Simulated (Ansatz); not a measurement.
`C[SiH]([AlH2])[GaH2]` + `O[SiH2][AlH2]` → `[AlH2][O][SiH2][AlH2]` + `C[SiH2][GaH2]` at 600 K and 1 bar (cleavage of the Al–Si bond).

Calculated with Ansatz (gas phase, PBE0-D4/def2-TZVP geometries, no zero-point term in ΔE). CCSD(T)/CBS is the MP2 limit (def2-TZVPP, def2-QZVPP) plus CCSD(T) − MP2 in def2-TZVPP, frozen cores. For Ga outer-core shells are correlated without core-valence functions, which leaves a few kJ/mol of doubt a bond. Scalar relativity is left out up to krypton. One conformer a species, not always the lowest.

```tsv
species	CCSD(T)/CBS energy (Eh)	H − E (kJ/mol)	S (J/(mol·K))
`C[SiH]([AlH2])[GaH2]`	-2497.87188	268.8	526.8
`O[SiH2][AlH2]`	-609.28590	169.2	403.0
`[AlH2][O][SiH2][AlH2]`	-851.94680	197.4	503.7
`C[SiH2][GaH2]`	-2255.26778	234.0	434.2
```

H − E and S are ideal-gas, rigid-rotor, harmonic terms from PBE0-D4/def2-TZVP, for one conformer and one mirror image of each species. 1 Eh = 2625.50 kJ/mol, R = 8.31446 J/(mol·K).

Q: By hand: ΔE, ΔH, ΔS and ΔG.

A: ΔE = (-851.94680) + (-2255.26778) − (-2497.87188) − (-609.28590) = -0.05680 Eh = -149.1 kJ/mol. Δ(H − E) = 197.4 + 234.0 − 268.8 − 169.2 = -6.6, so ΔH = -155.7 kJ/mol. ΔS = 503.7 + 434.2 − 526.8 − 403.0 = 8.1 J/(mol·K). ΔG = -155.7 − 600 × (8.1)/1000 = -160.6 kJ/mol.

Q: By hand: the equilibrium constant, and the temperature at which ΔG would vanish if ΔH and ΔS stayed fixed.

A: log₁₀ K = −ΔG/(RT ln 10) = 14.0. ΔH and −TΔS have one sign here, so there is no such temperature.

The number of gas molecules stays the same, so ΔS is small and ΔH decides. A doubt of 5 kJ/mol in ΔE shifts log₁₀ K by 0.4 here. Other conformers and mirror images would add mixing entropy, several J/(mol·K) or more a flexible species. Modes under 60 cm⁻¹, often nearly free rotors, make the harmonic entropy too high. These are equilibria of isolated gas molecules and say nothing of rates. Largest T1 diagnostic: 0.013 (customary marks: 0.02 for closed shells, 0.045 for open ones).

ΔS is within the doubt of such terms, so its sign, and with it that verdict, could turn.
